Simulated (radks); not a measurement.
Problem. Species: the thallium ion Tl4+. Configuration: [Xe] 4f14 5d9. Method: scalar-relativistic Kohn-Sham, Slater X-alpha with alpha = 0.584, spin-unpolarised, spherical densities, finite nucleus; Fermi nuclear charge, rms radius 5.4759 fm; computed with a radial shooting solver on a logarithmic mesh with Libxc functionals. Some entries of the table are withheld. Estimate them.

orbital  occ.  eigenvalue (eV)  <r^2> (bohr^2)
1s          2        -85449.91       0.0003698
2s          2        -15236.21        0.005622
2p          6        -13117.20        0.004766
3s          2        -3664.466         0.03623
3p          6        -3054.660             (1)
3d         10        -2419.900         0.03100
4s          2        -848.1181          0.1740
4p          6        -648.2971          0.1993
4d         10              (2)          0.2249
5s          2        -172.4782          0.8617
4f         14        -154.0940          0.2658
5p          6        -117.5354           1.137
5d          9         -55.9546           2.002

Solution. 
(1) 3p <r^2> (bohr^2): 0.03742
(2) 4d eigenvalue (eV): -413.6669
